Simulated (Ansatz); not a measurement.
Frontier orbitals of CH$_{4}$N$_{2}$Sn.

```xyz
8

N    -1.3037    1.3676    1.5485
C    -0.6325    0.9213    0.6554
N    -0.0750    0.3428   -0.2731
Sn    0.5224   -2.0130   -0.3870
H    -0.9030    1.7389    2.3982
H     0.2397    0.8765   -1.0734
H     0.0166   -1.8561   -2.0830
H     2.1356   -1.3781   -0.7857
```

Total charge 0; spin multiplicity 1. Correlated methods include outer-core shells of Sn, which these sets cover unevenly. Sn takes the def2 core potential. The bonds changed during the relaxation, so this is another structure than the one it started from. The structure was optimised at the PBE0-D4/def2-TZVP level. It is one conformer, not always the lowest. Basis def2-TZVPP, the Gaussian-basis code of Ansatz.

Orbital energies of one run (eV). Highest occupied ones, from the top: -6.99, -8.72, -10.91, -11.06, -13.42, -14.56, -15.69, -18.33, -19.57, -28.05, -28.30, -28.43, -28.55, -28.62. Empty: -0.35, 0.63, 0.69, 1.55, 1.81, 2.39.

**Question.** Which functional gave them?
A. ωB97X-V
B. PBE0
C. CAM-B3LYP
D. LC-ωPBE

**Answer.** C. HOMO energies: CAM-B3LYP -6.99, PBE0 -5.76, ωB97X-V -7.89, LC-ωPBE -8.16 eV.

LC-ωPBE has ω = 0.4 bohr⁻¹.
